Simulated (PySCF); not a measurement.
The complex [NiCl4]2- (charge -2) contains Ni(II), shell d8. The structure is a PBE0-D3(BJ)/def2-TZVP, IEF-PCM water geometry optimised for multiplicity 3; coordination tetrahedral, point group C2v, metal–donor distances 2.29 Å.

```
5

Ni    0.0000    0.0000    0.0000
Cl    1.4426    1.4426    1.0293
Cl    1.2999   -1.2999   -1.3576
Cl   -1.4426   -1.4426    1.0293
Cl   -1.2999    1.2999   -1.3576
```

Method (PySCF 2.14, density fitting): CASSCF(8,5) with orbitals averaged over all microstates of the shell, strongly contracted NEVPT2 on the averaged canonical orbitals; basis x2c-TZVPall on the metal, x2c-SVPall elsewhere; spin-free X2C; IEF-PCM water; spin-orbit coupling by state interaction with the mean-field operator over all roots.

Question: Which term lies lowest, and with what spin?

Answer: 3B2 (from 3T1) (S = 1, orbital degeneracy 1), with 3.9 electrons in the lower (e-type) set and 4.1 in the upper (t2-type) set, by NEVPT2.

Question: Where do the spin-allowed transitions within the shell lie?

Answer: By NEVPT2, the lowest six: 3B1 (from 3T1) at 1469 cm⁻¹; 3A2 (from 3T1) at 1823 cm⁻¹; 3A1 (from 3T2) at 3081 cm⁻¹; 3B1 (from 3T2) at 4302 cm⁻¹; 3B2 (from 3T2) at 4546 cm⁻¹; 3A2 at 7195 cm⁻¹ (1390 nm). The strongest, at 7195 cm⁻¹, has f = 1.0e-05.

Question: Which is the lowest state of another spin?

Answer: 1B2 (from 1T2) at 14797 cm⁻¹ by NEVPT2; CASSCF alone puts it at 16556 cm⁻¹ above the same ground state.

Question: Give the fitted ligand-field and repulsion parameters.

Answer: At CASSCF level (the NEVPT2 levels don't fit a ligand-field model well): orbital energies 0, 474, 2016, 2404, 3496 cm⁻¹; 10Dq = 2402 cm⁻¹ (difference of the means of the two sets); B = 1250 cm⁻¹; C = 4638 cm⁻¹; B over its free-ion value at the same level 0.948; rms of the fit 73 cm⁻¹; ζ = 638 cm⁻¹ (free ion 660).

Question: What are the magnetic parameters?

Answer: The ground multiplet can be fitted only roughly by a spin Hamiltonian with S = 1, g = 2.424, 2.669, 3.028, D = 88.89 cm⁻¹, E/|D| = 0.24 (spin-orbit part alone); the lowest levels hold 88 % of the spin-free ground state. μeff is 4.10 μB at 300 K and 1.69 μB at 10 K; the spin-only value is 2.83 μB.

NEVPT2 lifts 3B2 (from 3T2) from 2931 to 4546 cm⁻¹; on the d shell alone such lifts tend to overshoot.

The job took 5.8 s on one thread of Arm Neoverse V2 (shared host), with 120 basis functions, launched as `OMP_NUM_THREADS=1 python lf_run.py task.json out`.
